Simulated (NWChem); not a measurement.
System: CH₄S₂Te; SMILES CS[Te]S

Input file for NWChem:

```
start job
memory heap 200 mb stack 900 mb global 1100 mb
geometry units angstroms noautoz
  Te     0.638669    -0.402461    -0.018067
  S     -1.355698    -1.772354     0.030174
  H     -1.319866    -2.070647     1.349116
  S     -0.173553     1.752621     0.640213
  C     -0.905077     2.419963    -0.882175
  H     -0.167187     2.481495    -1.693279
  H     -1.251770     3.433900    -0.630638
  H     -1.767137     1.816262    -1.197005
end
basis spherical
  * library def2-svp
end
ecp
  Te library def2-ecp
end
dft
  xc b3lyp
  iterations 150
  mulliken
end
task dft energy
```

Geometry: optimised at PBE0/def2-SVP. B3LYP is NWChem's, with the RPA form of VWN correlation. def2 effective core potentials on Te; no spin-orbit coupling.

Task: Give the results of this calculation. (B3LYP/def2-SVP with def2 effective core potentials on Te.) Quantities: energy (Ha); highest occupied level (eV); orbital gap (eV); dipole (D).

Result: 
| Quantity | Value |
|---|---|
| energy (Ha) | -1104.78 |
| highest occupied level (eV) | -6.24 |
| orbital gap (eV) | 4.49 |
| dipole (D) | 0.66 |
